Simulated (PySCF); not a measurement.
**Br⁺ (bromine, charge +1) across methods**

[Ar] 3d10 4s1 4p4 4d1, one real determinant (an excited configuration). All numbers are calculated (PySCF 2.14, a scalar-relativistic core potential, in aug-cc-pwCVTZ-PP with ECP10MDF (8s7p6d4f1g, 96 functions)).

```
 method  E (hartree)  mean ε 4p α (eV)  mean ε 4p β (eV)  mean ε 4d α (eV)  Σ⟨r²⟩ (bohr²)   ⟨S²⟩
  TPSSh    -415.3857           -22.381           -19.211            -6.592          36.91  6.003
LC-wPBE    -415.5076           -26.162           -22.636            -9.310          36.54  6.002
   PBE0    -415.4324           -23.273           -19.812            -7.086          36.90  6.003
    PBE    -415.4671           -21.523           -18.829            -6.272          37.03  6.002
    LDA    -414.8541           -21.630           -18.981            -6.198          37.18  6.002
   MN15    -416.1249           -23.474           -20.337            -7.429          36.89  6.002
 r2SCAN    -415.3330           -22.272           -19.003            -6.304          36.94  6.005
   PW91    -415.6038           -21.578           -18.892            -6.302          37.00  6.002
    UHF   -414.19927           -27.845           -21.365            -9.213          37.09  6.008
```

⟨L²⟩ = 8.02 against 12 for a pure F term, so this real determinant mixes terms. Energies and moments cover only the electrons outside the core potential. The outer electron is Rydberg-like, and this basis confines it to a smaller radius and binds it less than a complete one would.
